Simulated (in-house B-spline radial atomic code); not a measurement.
Results of a calculation; reference values are marked as such.
## Building a PAW p channel for Ga, r_c = 2.36 bohr

Ga, [Ar] 3d10 4s2 4p1, non-relativistic PBE, spherical and spin-unpolarised, from a B-spline radial code for spherical atoms (atomic units; all potentials screened as in the neutral atom).

Two all-electron partial waves φ1, φ2 are integrated outwards at E1 = ε(4p) = -0.096148 and E2 = E1 + 2 hartree; φ1 is the bound orbital and φ2 has unit norm inside r_c = 2.3571 bohr. Smooth partners are polynomials, r^2(a0 + a1 r² + a2 r⁴ + a3 r⁶), matched to φ and three derivatives at r_c, with no condition on the norm. The local potential is -3.45237 + (1.48602) r² + (-0.278009) r⁴ + (0.0192697) r⁶ inside 1.9337 bohr and the all-electron one outside.

```tsv
wave	φ(r_c)	φ'(r_c)	a0	a1	a2	a3
1	0.5570296	0.04597839	0.2669559	-0.04758626	0.003861059	-0.0001253394
2	0.7037881	2.028841	-1.612955	0.6850566	-0.08737362	0.003676794
```

Inside r_c the overlaps are <φi φj> = [[0.26322, -0.27444], [-0.27444, 1.00000]] and, for the smooth waves, [[0.27683, -0.32465], [-0.32465, 1.21497]]. With χj = (Ej − T − V_local) applied to smooth wave j, the program's quadrature gives the matrix B_ij = <smooth i, χj> as [[0.07861, -0.36815], [-0.26774, 1.52430]].

**Question.** Check the match of the first wave, and find the augmentation charges q_ij.

**Answer.** At r_c the four terms are 1.48319, -1.46890, 0.66218, -0.11943, which sum to 0.5570, φ1(r_c) to rounding. q_ij is the all-electron overlap less the smooth one: [[-0.01362, 0.05021], [0.05021, -0.21497]]. The smooth first wave has a norm of 0.2768 inside r_c against 0.2632, so q11 is negative and must stay small enough for the overlap operator to be positive.

**Question.** B isn't symmetric. Show that D_ij = B_ij + Ej q_ij is.

**Answer.** Integrating by parts gives B12 − B21 = (E1 − E2) q12: -0.36815 − (-0.26774) = -0.10041, and −2 × (0.05021) = -0.10041. So D12 = -0.36815 + (1.903852)(0.05021) = -0.27257 and D21 = -0.26774 + (-0.096148)(0.05021) = -0.27257; D11 = 0.07992, D22 = 1.11503. The projectors, p = (B⁻¹)ᵀ χ, are dual to the smooth waves; det B = 0.021.

Solving (T + V_local + Σ p D p) ψ = E (1 + Σ p q p) ψ in a sphere of 9 bohr, whose wall lifts the free-atom level a little, gives these levels:

```tsv
all-electron	one projector	two projectors
-0.094034	-0.094034	-0.094034
0.132703	0.132449	0.132684
0.476029	0.473294	0.475901
0.967849	0.953595	0.967590
1.602640	1.551660	1.602550
```

**Question.** What does the second projector gain?

**Answer.** With one projector the errors are 0.00, -0.25, -2.73, -14.25, -50.98 millihartree. With two the errors are 0.00, -0.02, -0.13, -0.26, -0.09 millihartree. The scattering is exact at E1 and at E2 = 1.904, and over all levels compared the largest error is 0.26 millihartree. The lowest eigenvalue of the overlap operator is 0.8521 with one and 0.7436 with two projectors. The smooth orbital alone needs a cutoff of 2.42 hartree for 1 millihartree of kinetic energy, against 4.5 for a norm-conserving Troullier-Martins orbital of the same radius; part of the gain comes from giving up the norm, part from the simpler form.
